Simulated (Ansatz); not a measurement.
Computed with Ansatz on PBE0-D4/def2-TZVP structures; ΔE is electronic, products minus reactants. CBS: MP2 limit from def2 TZ/QZ plus the TZ coupled-cluster correction, frozen cores. Each species was taken in one conformer, which may not be the lowest.

Consider the redistribution: `F[SiH](F)S[SiH2]Cl` + `C[SiH2]O[SiH2]Cl` → `F[SiH](F)O[SiH2]Cl` + `C[SiH2]S[SiH2]Cl`.

`F[SiH](F)S[SiH2]Cl`:

Z-matrix (Å, degrees):
```
Si
F 1 1.584
S 1 2.106 2 111.2
F 1 1.584 2 105.8 3 -120.4
H 1 1.470 2 109.0 3 121.3
Si 3 2.140 1 98.7 2 -70.8
Cl 6 2.043 3 111.5 1 -91.4
H 6 1.476 3 106.0 1 151.0
H 6 1.477 3 110.1 1 29.0
```

`C[SiH2]O[SiH2]Cl`:

Z-matrix (Å, degrees):
```
C
Si 1 1.856
H 1 1.092 2 110.9
H 1 1.092 2 110.8 3 120.4
H 1 1.093 2 110.2 3 -119.8
O 2 1.650 1 110.5 3 -59.0
H 2 1.488 1 110.7 3 -179.5
H 2 1.484 1 111.3 3 59.1
Si 6 1.616 2 144.9 1 -78.0
Cl 9 2.058 6 110.3 2 44.9
H 9 1.479 6 110.9 2 -73.1
H 9 1.476 6 109.0 2 162.8
```

`F[SiH](F)O[SiH2]Cl`:

Cartesian coordinates in Å:
```
F 1.558 -1.620 0.691
Si 0.005 -1.346 0.794
F -0.737 -2.659 0.333
O -0.405 -0.163 -0.215
Si -0.132 1.286 -0.907
Cl 0.602 2.587 0.493
H -0.348 -1.045 2.183
H -1.420 1.812 -1.397
H 0.877 1.149 -1.974
```

`C[SiH2]S[SiH2]Cl`:

Cartesian coordinates in Å:
```
C -1.139 -1.905 0.956
Si 0.027 -0.499 0.601
S -0.459 0.244 -1.362
Si 0.900 1.863 -1.433
Cl 0.265 3.474 -0.326
H -1.027 -2.698 0.213
H -0.927 -2.326 1.942
H -2.175 -1.562 0.943
H 1.443 -0.950 0.606
H -0.121 0.599 1.591
H 0.994 2.294 -2.844
H 2.218 1.467 -0.887
```

| species | CCSD(T)/def2-SVP energy (Eh) |
| --- | --- |
| `F[SiH](F)S[SiH2]Cl` | -1636.02209 |
| `C[SiH2]O[SiH2]Cl` | -1154.64302 |
| `F[SiH](F)O[SiH2]Cl` | -1313.50597 |
| `C[SiH2]S[SiH2]Cl` | -1477.16819 |

Q: Work out ΔE.

A: ΔE = (-1313.50597) + (-1477.16819) − (-1636.02209) − (-1154.64302) = -0.00905 Eh = -5.7 kcal/mol. CCSD(T)/CBS gives -6.6 kcal/mol.

Largest T1 diagnostic among the species: 0.011.

From BLYP to BHLYP (50 % exact exchange), in def2-TZVPP and without D4, ΔE moves by −1.0 kcal/mol. At CCSD(T), def2-SVP lies +0.9 kcal/mol from the extrapolated value and def2-TZVPP −0.1 kcal/mol. Leaving LDA and LC-ωPBE aside and taking each functional with its dispersion term where it has one, the values, not all of them listed here, spread over 1.9 kcal/mol, from PBE-QIDH to BLYP-D4.
